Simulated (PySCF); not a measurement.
C2H10O2Si2, SMILES [SiH2]([C@@H](C)O[SiH3])O. The structure is a stationary point at ωB97X-D3(BJ)/def2-SVP. The structure was generated by enumeration; whether it is a known compound was not checked. Other conformers were not sampled.

Computed equilibrium geometry at ωB97X-D3(BJ)/def2-SVP (PySCF confirms it by a frequency run) as Cartesian coordinates in Å (one conformer of several):
```xyz
16

C     -0.7313    -0.3332    -1.8300
C     -0.0909    -0.6230    -0.4785
O      0.6550     0.5300    -0.0275
Si     2.2977     0.6750    -0.3037
Si    -1.3425    -0.8339     0.9343
O     -1.9439     0.6976     1.2100
H      0.0290    -0.0795    -2.5867
H     -1.2950    -1.2098    -2.1872
H     -1.4297     0.5141    -1.7446
H      0.5811    -1.5004    -0.5598
H      2.5988     0.6458    -1.7659
H      2.7131     1.9758     0.2806
H      3.0330    -0.4488     0.3491
H     -0.6295    -1.3942     2.1205
H     -2.4807    -1.7199     0.5682
H     -1.2494     1.3594     1.0881
```
Charge 0, spin multiplicity 1.
